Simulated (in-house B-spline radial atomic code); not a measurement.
Ca V (Ca4+): [He] 2s2 (2p1/2)1 (2p3/2)3 3s2 3p6 (with a hole in an inner shell)

Level of theory: Dirac-Hartree-Fock, average of the jj configuration, Fermi nucleus of rms radius 3.4776 fm; calculated with a radial B-spline atomic code at the basis-set limit.

Screening seen three ways: the hydrogenic charge with the same mean radius, Z_r = [3n² - l(l+1)]/(2<r>), the one with the same energy, Z_e = n√(-2ε), and Slater's rules. Values are occupation-weighted means over j.

| shell | electrons | ε (eV) | <r> (bohr) | Z_r | Z_e | Slater |
| --- | --- | --- | --- | --- | --- | --- |
| 1s | 2 | -4246.5 | 0.07661 | 19.58 | 17.67 | 19.70 |
| 2s | 2 | -569.74 | 0.35 | 17.14 | 12.94 | 16.55 |
| 2p | 4 | -495.85 | 0.3155 | 15.85 | 12.07 | 16.55 |
| 3s | 2 | -123.23 | 1.027 | 13.15 | 9.03 | 10.45 |
| 3p | 6 | -96.274 | 1.068 | 11.71 | 7.98 | 10.45 |

The least bound orbital is 3p1/2 at -96.26 eV, while the most diffuse is 3p3/2 (<r> = 1.068 bohr against 1.068 bohr): energy order and size order differ. The part-filled 2p shell lies below the filled 3p shell in orbital energy.

For the 1s electron the small component carries 0.512 % of the norm, the zero-frequency Breit interaction raises the level by 3.469 eV, self-energy by 1.671 eV, and vacuum polarisation lowers it by 0.1235 eV.
